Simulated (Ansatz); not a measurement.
Mn(SH)2 (MnH2S2). The state is a sextet with charge 0. Geometry PBE-D4/def2-TZVP, basis def2-TZVP, Ansatz.

```json
{"run": "A", "HOMO (eV)": "-9.35", "LUMO (eV)": "-1.40"}
{"run": "B", "HOMO (eV)": "-5.88", "LUMO (eV)": "-3.86"}
{"run": "C", "HOMO (eV)": "-6.24", "LUMO (eV)": "-3.35"}
{"run": "D", "HOMO (eV)": "-6.92", "LUMO (eV)": "-3.24"}
{"run": "E", "HOMO (eV)": "-9.52", "LUMO (eV)": "-0.98"}
{"run": "F", "HOMO (eV)": "-9.88", "LUMO (eV)": "0.73"}
```

B3LYP takes the VWN-RPA correlation.

HOMO and LUMO are taken over both spins.

**Question.** The runs used B3LYP, HF, r2SCAN, revPBE, ωB97M-V, ωB97X-V. Estimate which is which.

**Answer.** A ωB97M-V (range-separated); B revPBE (0 % exact exchange); C r2SCAN (0 % exact exchange); D B3LYP (20 % exact exchange); E ωB97X-V (range-separated); F HF (100 % exact exchange). Exact exchange lowers occupied and raises empty levels; among semilocal functionals meta-GGAs tend to open the gap a little, and such runs are hard to tell apart. The gap grows from 2.02 eV (revPBE) to 10.61 eV (HF).
